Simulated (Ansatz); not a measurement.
Ideal-gas functions of `[SH][Hf]([SH])([Cl])[Cl]` at 400 K and 1 bar, from an Ansatz frequency run at PBE0-D4/def2-TZVP.

Molar mass 315.55 g/mol, point group C1 (symmetry number 1), electronic degeneracy 1, moments of inertia 506.824, 511.201, 529.526 u Å². Harmonic wavenumbers (cm⁻¹, unscaled): 61, 89, 92, 97, 99, 139, 201, 353, 361, 378, 388, 505, 518, 2670, 2671.

Use S(trans) = R[1.5 ln M + 2.5 ln T − 1.1517]; rotational temperatures θ = 24.2544 K / I; S(rot) = R[ln(√π/σ · √(T³/θAθBθC)) + 1.5]; for each mode x = 1.438777 ν̃/T, S = R[x/(eˣ − 1) − ln(1 − e⁻ˣ)] and H = RT x/(eˣ − 1); 1 cm⁻¹ = 0.0119627 kJ/mol; R = 8.31446 J/(mol·K).

Problem. By hand: the entropy, in J/(mol·K).

Solution. Translation 186.7. Rotation: θ = 0.0479, 0.0474, 0.0458 K, giving 130.1. Vibration, mode by mode: 20.94, 17.82, 17.55, 17.11, 16.94, 14.16, 11.19, 6.87, 6.70, 6.37, 6.19, 4.41, 4.25, 0.01, 0.01, in all 150.5. Electronic 0.0. Sum 467.3 J/(mol·K).

Problem. By hand: H − E and G − E in kJ/mol, counted from the electronic energy.

Solution. Zero-point energy ½ × 8622 × 0.0119627 = 51.6; thermal vibration 27.7; translation, rotation and pV give 4 RT = 13.3. H − E = 92.6 kJ/mol, and G − E = 92.6 − 400 × 467.3/1000 = -94.3 kJ/mol.

Vibration gives 32 % of the entropy, 104.5 J/(mol·K) of it from the modes under 150 cm⁻¹: soft modes count most, and the harmonic formula is weakest for them. The sum counts one conformer and one mirror image; others add a mixing term.
